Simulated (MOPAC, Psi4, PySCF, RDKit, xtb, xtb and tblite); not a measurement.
Relaxed torsion scan: SMILES CC(C)([SiH2][SeH])C (C4H12SeSi). Scanned: dihedral C2–Si5–Se6–H18; all other coordinates were relaxed at GFN2-xTB. Points at φ and −φ are mirror images.

Geometry of the scan point at 20° (Å):
```
18

C      1.0049     0.1191     1.2862
C      0.3492    -0.0443    -0.0838
C      0.2407    -1.5303    -0.4215
C      1.2146     0.6482    -1.1349
Si    -1.3872     0.7723    -0.1021
Se    -2.7963    -0.2567     1.3776
H      1.9963    -0.3331     1.2889
H      1.1113     1.1709     1.5443
H      0.4157    -0.3662     2.0652
H     -0.3846    -2.0525     0.3021
H     -0.1917    -1.6725    -1.4099
H      1.2260    -1.9957    -0.4122
H      2.2110     0.2078    -1.1532
H      0.7801     0.5446    -2.1265
H      1.3171     1.7091    -0.9179
H     -1.2951     2.1829     0.2800
H     -2.0363     0.6182    -1.4024
H     -1.7775    -0.8667     2.1837
```

Levels: GFN2-xTB (xtb and tblite); PBE0/def2-SVP // GFN2-xTB (Psi4); PBE0-D3(BJ)/def2-SVP // GFN2-xTB (Psi4); PBE/def2-SVP // GFN2-xTB (Psi4); PBE-D3(BJ)/def2-SVP // GFN2-xTB (Psi4); UFF // GFN2-xTB (RDKit); PM3, restricted, heats of formation // GFN2-xTB (MOPAC); PM6, restricted, heats of formation // GFN2-xTB (MOPAC); GFN1-xTB // GFN2-xTB (xtb); RKS-B3LYP/6-31G* = PySCF with restricted B3LYP/6-31G*, spherical d, density fitting // GFN2-xTB; RKS-LDA (SVWN5)/6-31G* = restricted LDA (SVWN5)/6-31G*, spherical d, density fitting // GFN2-xTB (PySCF 2.14.0); RHF/3-21G = restricted Hartree-Fock/3-21G, density fitting // GFN2-xTB (PySCF 2.14.0); RMP2/3-21G = restricted MP2 (frozen core)/3-21G // GFN2-xTB (PySCF).

Least-squares fit of E(φ) = a0 + Σ (a_n cos nφ + b_n sin nφ), n = 1 to 4, to the 18 scan points, in kcal/mol above the lowest point of each profile (levels whose profile four harmonics don't fit are not listed):

```csv
method,a0,a1,b1,a2,b2,a3,b3,a4,b4,rms of fit
GFN2-xTB,0.55,0.17,0.00,-0.27,0.00,0.15,0.00,0.01,0.00,0.02
PBE0/def2-SVP,0.81,0.08,0.00,0.65,0.00,0.43,0.00,0.01,0.00,0.01
PBE0-D3(BJ)/def2-SVP,0.79,0.03,0.00,0.61,0.00,0.43,0.00,0.01,0.00,0.01
PBE/def2-SVP,0.87,-0.04,0.00,0.71,0.00,0.42,0.00,0.02,0.00,0.01
PBE-D3(BJ)/def2-SVP,0.84,-0.09,0.00,0.66,0.00,0.42,0.00,0.02,0.00,0.01
UFF,0.42,0.01,0.00,0.15,0.00,0.33,0.00,-0.08,0.00,0.04
PM3,0.23,0.06,0.00,0.17,0.00,0.15,0.00,0.03,0.00,0.02
PM6,0.66,-0.22,0.00,0.44,0.00,0.34,0.00,-0.01,0.00,0.02
GFN1-xTB,0.87,0.23,0.00,-0.19,0.00,0.48,0.00,0.02,0.00,0.01
RKS-B3LYP/6-31G*,0.79,0.02,0.00,0.65,0.00,0.43,0.00,0.04,0.00,0.01
RKS-LDA (SVWN5)/6-31G*,0.79,-0.07,0.00,0.62,0.00,0.41,0.00,0.06,0.00,0.01
RHF/3-21G,0.93,0.26,0.00,0.80,0.00,0.44,0.00,0.02,0.00,0.02
RMP2/3-21G,1.00,0.05,0.00,0.82,0.00,0.49,0.00,0.03,0.00,0.02
```
